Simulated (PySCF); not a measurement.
# SnP⁻: script and output

The script input.py:

```python
from pyscf import gto, scf

mol = gto.M(
    atom='Sn 0 0 0; P 0 0 2.264',
    basis='lanl2dz',
    ecp={'Sn': 'lanl2dz', 'P': 'lanl2dz'},
    charge=-1,
    spin=0,
    verbose=3,
)
mf = scf.RHF(mol)
mf.kernel()
mf.mulliken_pop()
mf.dip_moment()
print('orbital energies (hartree):', mf.mo_energy[..., max(0, mol.nelec[1]-3):mol.nelec[0]+3].round(4))
```

```bash
$ python input.py
```

Output:

```
converged SCF energy = -9.57718901788968
 ** Mulliken pop  **
pop of  0 Sn 5s           0.45041
pop of  0 Sn 6s           1.37470
pop of  0 Sn 5px          0.29153
pop of  0 Sn 5py          0.29153
pop of  0 Sn 5pz          0.64040
pop of  0 Sn 6px          0.46645
pop of  0 Sn 6py          0.46645
pop of  0 Sn 6pz          0.32310
pop of  1 P 3s            0.89991
pop of  1 P 4s            0.96406
pop of  1 P 3px           0.43538
pop of  1 P 3py           0.43538
pop of  1 P 3pz           0.62172
pop of  1 P 4px           0.80663
pop of  1 P 4py           0.80663
pop of  1 P 4pz           0.72570
 ** Mulliken atomic charges  **
charge of    0Sn =     -0.30458
charge of    1P =     -0.69542

WARN: System has nonzero charge -1; the dipole moment is origin-dependent.
Location of origin: [0. 0. 0.]

Dipole moment(X, Y, Z, Debye):  0.00000, -0.00000, -7.00337
orbital energies (hartree): [-0.0921 -0.0775 -0.0775  0.2222  0.2222  0.3212]
```

In short: E(SCF) = -9.577189 Eh.

Wall time 0.51 s on one thread of a shared host.

The basis has no diffuse functions, which an anion needs. Stability towards an unrestricted solution was not tested. The bond length is a typed value, not an optimised one. The dipole of an ion depends on the origin.
